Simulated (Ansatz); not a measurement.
`O/C([SiH3])=C\Cl` + `C=[N][GaH][CH3]` → `[CH3][GaH]/[N]=C\[SiH3]` + `O/C=C\Cl`  (formal exchange of groups at the Si–C bond)

Calculated with Ansatz (gas phase, PBE0-D4/def2-TZVP geometries, no zero-point term in ΔE). CCSD(T)/CBS adds triple-zeta CCSD(T) − MP2 to the extrapolated MP2 energy (def2 sets, frozen cores). Double bonds are as drawn, so ΔE can hold a change between cis and trans. DFT in def2-TZVPP. B3LYP here is the variant with VWN-RPA as its local correlation; programs differ in this. For Ga outer-core shells are correlated without core-valence functions, which leaves a few kJ/mol of doubt a bond. Scalar relativity is left out up to krypton. Each species was taken in one conformer, which may not be the lowest.

| level | ΔE (kJ/mol) | difference from CCSD(T)/CBS |
| --- | --- | --- |
| PBE-D4 | 5.4 | -3.6 |
| B3LYP-D4 | 6.8 | -2.2 |
| ωB97X-V | 9.6 | 0.6 |
| PBE0 | 7.6 | -1.4 |
| B3LYP | 7.7 | -1.3 |
| CCSD/def2-TZVPP | 9.9 | 0.9 |
| CCSD(T)/def2-TZVPP | 9.6 | 0.6 |
| HF/def2-QZVPP | 10.1 | 1.1 |
| HF/CBS(def2) | 10.1 | 1.1 |
| MP2/CBS(def2) | 12.0 | 3.0 |
| CCSD(T)/CBS | 9.0 | 0 |

Largest T1 diagnostic among the species: 0.015.
